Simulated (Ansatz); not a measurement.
`F[C](F)(F)[SnH3]` and `O=C(Cl)C(F)(F)F` differ in one atom or group.

Ansatz, PBE0-D4/def2-TZVP geometries, multiplicity 1. 

Elements past krypton have def2 core potentials.

| property | `F[C](F)(F)[SnH3]` |
| --- | --- |
| LUMO energy (ωB97M-V/def2-TZVPP) / eV | 1.11 |
| zero-point energy (PBE0-D4/def2-TZVP) / kJ/mol | 88.6 |
| HOMO–LUMO gap (PBE/def2-TZVPP) / eV | 6.42 |
| HOMO–LUMO gap (B3LYP/def2-TZVPP) / eV | 8.10 |
| HOMO–LUMO gap (ωB97M-V/def2-TZVPP) / eV | 12.19 |
| LUMO energy (PBE/def2-TZVPP) / eV | -1.01 |

(1) Give the same properties after the change, and the shifts. (Estimate.)

Results:

(1) Computed: 
```tsv
property	`O=C(Cl)C(F)(F)F`	shift
LUMO energy (ωB97M-V/def2-TZVPP) / eV	0.14	-0.97
zero-point energy (PBE0-D4/def2-TZVP) / kJ/mol	65.5	-23.1
HOMO–LUMO gap (PBE/def2-TZVPP) / eV	4.55	-1.87
HOMO–LUMO gap (B3LYP/def2-TZVPP) / eV	6.74	-1.36
HOMO–LUMO gap (ωB97M-V/def2-TZVPP) / eV	11.94	-0.25
LUMO energy (PBE/def2-TZVPP) / eV	-3.30	-2.29
```

With PBE0 the HOMO falls by 0.65 eV and the LUMO falls by 1.95 eV, so the gap narrows by about 1.30 eV. PBE moves the HOMO by -0.41 eV and ωB97M-V by -0.72 eV. The zero-point energy changes by -23.1 kJ/mol with -3 modes.

B3LYP here is the variant with VWN-RPA as its local correlation; programs differ in this.
